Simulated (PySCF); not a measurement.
Te(Cl)(OH) (ClHOTe), SMILES [Te](O)Cl.

Coordinates come from a B3LYP-D3(BJ)/def2-TZVP optimisation. The def2 effective core potentials stand for the cores of Te; spin–orbit coupling is left out. Other conformers were not sampled.

Calculation: PySCF with B3LYP-D3(BJ)/def2-TZVP.

Frequencies are harmonic and unscaled.

| mode | ν (cm⁻¹) | IR (km/mol) | moving atoms (share of kinetic energy) |
|---|---|---|---|
| 1 | 167 | 1.1 | O 59 %, Cl 24 %, Te 11 % |
| 2 | 353 | 27.6 | Cl 77 %, Te 22 % |
| 3 | 435 | 115.6 | H 89 %, O 9 % |
| 4 | 617 | 66.9 | O 86 %, Te 12 % |
| 5 | 1010 | 52.2 | H 94 % |
| 6 | 3784 | 104.6 | H 94 % |
